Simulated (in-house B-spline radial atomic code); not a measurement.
The numbers below are computed, except where a source is named.
**Li⁺ at several levels of theory**

Ground configuration 1s2. All numbers come from an all-electron radial atomic-structure program (B-spline basis), all electrons, at the radial basis limit. Mean-field, RPA, GW and linear-response runs are non-relativistic, without Breit or QED terms, open shells spin-polarised at highest spin; the many-body runs on Dirac-Hartree-Fock orbitals are four-component, and their energies hold both.

**Static dipole polarisability and C6** of two like species, by linear response (no reference value is at hand):

| method | α (bohr³) | C6 (hartree·bohr⁶) |
| --- | --- | --- |
| LDA VWN5 | 0.215 | 0.09114 |
| PBE | 0.2079 | 0.08659 |
| PBE0 | 0.2024 | 0.08362 |
| B3LYP (VWN-RPA) | 0.2033 | 0.084 |
| CAM-B3LYP | 0.2046 | 0.08468 |
| LC-wPBE | 0.2085 | 0.08687 |
| TDHF | 0.1895 | 0.07665 |
| relativistic RPA (four-component TDHF) | 0.1894 | 0.07659 |

(1) What mean excitation energy do α and C6 imply in London's formula C6 = (3/4) α² ω?

**Lowest terms** (eV, full linear response; a dash marks a state above the method's threshold or not assigned, «imaginary» a triplet instability of the closed-shell solution):

```json
{"method": "LDA VWN5", "1s → 2s 3S": "52.60", "1s → 2p 3P": "54.70", "1s → 2p 1P": "55.00"}
{"method": "PBE", "1s → 2s 3S": "52.95", "1s → 2p 3P": "55.10", "1s → 2p 1P": "55.67"}
{"method": "PBE0", "1s → 2s 3S": "54.77", "1s → 2p 3P": "57.02", "1s → 2p 1P": "57.75"}
{"method": "B3LYP (VWN-RPA)", "1s → 2s 3S": "54.28", "1s → 2p 3P": "56.51", "1s → 2p 1P": "57.31"}
{"method": "CAM-B3LYP", "1s → 2s 3S": "53.73", "1s → 2p 3P": "56.04", "1s → 2p 1P": "56.81"}
{"method": "LC-wPBE", "1s → 2s 3S": "52.53", "1s → 2p 3P": "54.79", "1s → 2p 1P": "55.40"}
{"method": "TDHF", "1s → 2s 3S": "58.85", "1s → 2p 3P": "61.40", "1s → 2p 1P": "62.72"}
{"method": "BSE on G0W0@HF", "1s → 2s 3S": "59.00", "1s → 2p 3P": "61.32", "1s → 2p 1P": "62.54"}
{"method": "CI + MBPT, average over J", "1s → 2s 3S": "59.01", "1s → 2p 3P": "61.27", "1s → 2p 1P": "62.21"}
{"method": "measured, average over J (NIST)", "1s → 2s 3S": "59.021", "1s → 2p 3P": "61.281", "1s → 2p 1P": "62.216"}
```

(2) Which methods give these terms best?

Run times on one thread of shared hosts: TDDFT with PBE, 0.1 s (Arm Neoverse N1); G0W0 and BSE, 11 s (Arm Neoverse N1).

Results:

(1) LDA VWN5: ω = 2.629 hartree; relativistic RPA (four-component TDHF): ω = 2.847 hartree. A method that puts the excitations lower gives a larger α and a smaller ω.

(2) Mean absolute differences from the measured values, for methods that give all terms: CI + MBPT, average over J 0.01 eV; BSE on G0W0@HF 0.13 eV; TDHF 0.26 eV; PBE0 4.33 eV; B3LYP (VWN-RPA) 4.81 eV; CAM-B3LYP 5.31 eV; PBE 6.27 eV; LC-wPBE 6.60 eV; LDA VWN5 6.74 eV.
